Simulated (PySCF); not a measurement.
GaClBr2, SMILES [Cl][Ga]([Br])[Br].

Geometry: B3LYP-D3(BJ)/def2-SVP.

Two levels are set side by side: PBE/def2-TZVP (PySCF) and PBE0/def2-TZVP (PySCF). Same geometry, gas phase. Differences are taken from unrounded values.

| quantity | PBE0 |
|---|---|
| orbital gap (eV) | 6.51 |
| highest occupied level (eV) | -8.85 |
| lowest empty level (eV) | -2.34 |
| dipole moment (D) | 0.35 |
| mean polarisability (bohr³) | 78.2 |

**Question.** What does PBE give, and how far is it from PBE0? (The exact figures need the calculation; the answer reports its results.)

**Answer.** 
```json
[
 {"quantity": "orbital gap (eV)", "PBE": "4.32", "PBE minus PBE0": "-2.19"},
 {"quantity": "highest occupied level (eV)", "PBE": "-7.54", "PBE minus PBE0": "1.31"},
 {"quantity": "lowest empty level (eV)", "PBE": "-3.22", "PBE minus PBE0": "-0.88"},
 {"quantity": "dipole moment (D)", "PBE": "0.34", "PBE minus PBE0": "-0.01"},
 {"quantity": "mean polarisability (bohr³)", "PBE": "81.6", "PBE minus PBE0": "3.4"}
]
```

PBE's occupied levels lie high since its potential decays too fast outside the molecule; exact exchange lowers them and widens the gap. Loosely held outer electrons make PBE densities more polarisable. Differences between two approximate levels are no errors against the true value.

Rough cost on one machine, each run with all the roots and properties that it gave: PBE0 against PBE within a factor of 2.
